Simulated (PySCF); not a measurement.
A structure optimised at B3LYP-D3(BJ)/def2-SVP, used in a PySCF frequency run:

```xyz
8

C     -0.6976     1.7858     0.0000
C     -0.4843     0.2855     0.0000
Cl    -1.2224    -0.4436    -1.4628
Cl    -1.2224    -0.4436     1.4628
Br     1.4546    -0.1083     0.0000
H     -0.2408     2.2251    -0.8974
H     -0.2408     2.2251     0.8974
H     -1.7774     1.9941     0.0000
```
Charge 0, spin multiplicity 1.

Task: Write its SMILES, formula and point group.

Result: CC(Cl)(Cl)Br, C2H3BrCl2, Cs

Task: What are its rotational constants (standard atomic weights)?

Result: 2.2874, 1.4287, 1.1500 GHz
